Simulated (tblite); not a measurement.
Isomers of C7H12F2O. All values are computed: GFN2-xTB (tblite) harmonic vibrations without scaling, gas phase. Against measured fundamentals such values can be off by several per cent, at times by over 20. One conformer each.

Electronic energies: GFN2-xTB at the same geometries; isomer energies are rough at this level and their order can be wrong.

```tsv
SMILES	electronic energy, lowest = 0 (kJ/mol)
CCC[C@@H]1[C@@H](F)O[C@@H]1CF	96.6
COC[C@@H](C)[C@H]1[C@H](F)[C@@H]1F	167.2
C[C@@]1(F)C[C@H](F)CCCO1	0.0
CC[C@@H]1C[C@H](F)[C@H]1OCF	78.5
CCO[C@@]1(F)CC[C@@H](F)C1	4.3
```

Question: How do GFN2-xTB zero-point energies change the relative energies?

Answer: 
```csv
SMILES,ZPE (kJ/mol),of it from modes above 1550 cm⁻¹,electronic (kJ/mol),"with ZPE, lowest = 0 (kJ/mol)",lowest mode (cm⁻¹),rings
C[C@@]1(F)C[C@H](F)CCCO1,478.1,215.0,0.0,0.0,80,1
CCO[C@@]1(F)CC[C@@H](F)C1,475.2,215.6,4.3,1.5,28,1
CC[C@@H]1C[C@H](F)[C@H]1OCF,475.1,214.5,78.5,75.5,39,1
CCC[C@@H]1[C@@H](F)O[C@@H]1CF,475.8,214.2,96.6,94.3,44,1
COC[C@@H](C)[C@H]1[C@H](F)[C@@H]1F,469.2,214.2,167.2,158.4,33,1
```

The zero-point energies span 8.9 kJ/mol, from `COC[C@@H](C)[C@H]1[C@H](F)[C@@H]1F` to `C[C@@]1(F)C[C@H](F)CCCO1`. The order is unchanged.

Question: What do entropy and thermal enthalpy add at 298.15 K and 1 bar (rigid rotor, harmonic oscillator, one conformer each)?

Answer: 
| SMILES | point group | symmetry number | S (J/(mol K)) | H − H(0) (kJ/mol) | ZPE + H − H(0) − TS (kJ/mol) |
| --- | --- | --- | --- | --- | --- |
| C[C@@]1(F)C[C@H](F)CCCO1 | C1 | 1 | 400.4 | 28.29 | 387.0 |
| CCO[C@@]1(F)CC[C@@H](F)C1 | C1 | 1 | 428.4 | 30.08 | 377.6 |
| CC[C@@H]1C[C@H](F)[C@H]1OCF | C1 | 1 | 436.9 | 30.91 | 375.7 |
| CCC[C@@H]1[C@@H](F)O[C@@H]1CF | C1 | 1 | 440.3 | 31.15 | 375.6 |
| COC[C@@H](C)[C@H]1[C@H](F)[C@@H]1F | C1 | 1 | 448.3 | 32.80 | 368.4 |
